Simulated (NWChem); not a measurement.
Molecule: AgH2OBr; SMILES [Ag](<-[OH2])[Br]

Program: NWChem. The geometry was optimised at PBE0/def2-SVP. Not confirmed as a minimum by frequencies. def2 effective core potentials on Ag; no spin-orbit coupling. Ions are spin-unrestricted doublets at the neutral geometry; other ion states weren't tried.

### Question
What does the run give for B3LYP/def2-SVP? Quantities: vertical ionisation energy, ΔSCF (eV); −ε(HOMO) (eV).

### Answer
| Item | Result |
|---|---|
| vertical ionisation energy, ΔSCF (eV) | 8.85 |
| −ε(HOMO) (eV) | 6.13 |
